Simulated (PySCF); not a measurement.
# From a computed spectrum to the compound

A species of 4 atoms with charge 3 has these harmonic modes (PBE0, small Gaussian bases with core potentials, PySCF 2.14.0):

```
cm⁻¹  km/mol  symmetry
 523    19.0        a1
 717    92.2        b2
 762   433.7        b1
1652   196.6        a1
3332   839.3        a1
3334   638.4        b2
```

Problem. Which species is it, and in which structure?

Solution. [Lu(H2O)]3+ (singlet):
```xyz
4

Lu    0.0000    0.0000   -0.1997
O     0.0000    0.0000    1.8694
H     0.7838    0.0000    2.5020
H    -0.7838    0.0000    2.5020
```
Ideal gas at 298.15 K and 1 bar: S = 258.9 J/(mol K), Cp = 44.8 J/(mol K), H − H(0 K) = 11.0 kJ/mol (rigid rotor, harmonic modes, spin degeneracy alone). 
 The answer isn't unique; the calculation gave this one.
